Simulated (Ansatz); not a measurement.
Total energies of GeMe3(OSiMe3) (C6H18GeOSi) from Ansatz at PBE0-D4/def2-TZVP, gas phase (1 Eh = 27.2114 eV = 2625.5 kJ/mol). The reference geometry is relaxed at PBE0-D4/def2-SVP.

| state | geometry | energy (Eh) |
| --- | --- | --- |
| charge 0 singlet | reference | -2680.72585 |
| charge 1 doublet | reference | -2680.39087 |
| charge -1 doublet | reference | -2680.66359 |
| free Ge atom (triplet) | – | -2076.65516 |
| free C atom (triplet) | – | -37.80537 |
| free H atom (doublet) | – | -0.50104 |
| free O atom (triplet) | – | -75.01860 |
| free Si atom (triplet) | – | -289.24943 |

(1) Work out the vertical ionisation energy to the doublet.

(2) Work out the vertical electron affinity, to the doublet.

(3) Give the fundamental gap IE − EA, the Mulliken electronegativity (IE + EA)/2 and the hardness (IE − EA)/2.

(4) What is the binding energy per atom against free atoms?

(1) E(charge 1 doublet) − E(charge 0 singlet) = -2680.39087 − (-2680.72585) = 0.33498 Eh = 9.12 eV. For comparison, −ε of the highest occupied level is 7.52 eV at this level, 1.60 eV less.

(2) E(charge 0 singlet) − E(charge -1 doublet) = -2680.72585 − (-2680.66359) = -0.06226 Eh = -1.69 eV; negative, so the extra electron isn't bound. The basis lacks diffuse functions, which makes affinities too small.

(3) From the values in Eh: IE − EA = 0.33498 − (-0.06226) = 0.39724 Eh = 10.81 eV; (IE + EA)/2 = 3.71 eV; (IE − EA)/2 = 5.40 eV. The HOMO–LUMO gap of the same run is 8.15 eV, 2.66 eV smaller than the fundamental gap.

(4) Atoms: 1 × (-2076.65516) + 6 × (-37.80537) + 18 × (-0.50104) + 1 × (-75.01860) + 1 × (-289.24943) = -2676.77413 Eh. Binding: -2676.77413 − (-2680.72585) = 3.95172 Eh = 107.53 eV, or 3.98 eV for each of 27 atoms (no zero-point energy, no counterpoise term).

At PBE0-D4/def2-TZVP the highest occupied level of the charge -1 doublet lies above zero (up to 2.84 eV). By energy differences it is unbound by 1.69 eV (vertical, to the charge 0 singlet, at PBE0-D4/def2-TZVP) and held by the finite basis.
